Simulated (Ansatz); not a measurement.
Stepwise reaction of `F[Si](F)(F)O[SiH3]` with hydrogen, as a gas-phase model of exchange steps in deposition or etching. ΔE in kJ/mol.

Computed with Ansatz on PBE0-D4/def2-TZVP structures; ΔE is electronic, products minus reactants. CCSD(T)/CBS is the MP2 limit (def2-TZVPP, def2-QZVPP) plus CCSD(T) − MP2 in def2-TZVPP, frozen cores. This one scheme is used for every species. DFT in def2-TZVPP. B3LYP here is the variant with VWN-RPA as its local correlation; programs differ in this. Each species was taken in one conformer, which may not be the lowest.

| step | reaction | PBE-D4 | B3LYP-D4 | ωB97M-V | CCSD(T)/CBS |
| --- | --- | --- | --- | --- | --- |
| 2 | `F[SiH](F)O[SiH3]` + H₂ → `F[SiH2]O[SiH3]` + H–F | 137.2 | 145.7 | 146.3 | 143.3 |
| 3 | `F[SiH2]O[SiH3]` + H₂ → `[SiH3]O[SiH3]` + H–F | 128.5 | 136.9 | 137.6 | 134.9 |

(1) Give the row of step 1, `F[Si](F)(F)O[SiH3]` + H₂ → `F[SiH](F)O[SiH3]` + H–F. (An estimate is asked.)

(2) By hand: ΔE of the 3 steps together at CCSD(T)/CBS.

## Answers

(1) Ansatz gave: 
```json
{"step": "1", "reaction": "`F[Si](F)(F)O[SiH3]` + H₂ → `F[SiH](F)O[SiH3]` + H–F", "PBE-D4": "119.8", "B3LYP-D4": "129.2", "ωB97M-V": "130.4", "CCSD(T)/CBS": "128.4"}
```

(2) (128.4) + (143.3) + (134.9) = 406.6 kJ/mol, or 135.5 kJ/mol a step.

In ΔE step 1 is the lowest and step 2 the highest. All are uphill at CCSD(T)/CBS. PBE-D4 differs from CCSD(T)/CBS by -8.6 to -6.1 kJ/mol a step. Only this route is followed, and other bonds may react first. Isolated molecules leave out the surface, adducts and barriers. Largest T1 diagnostic: 0.012.
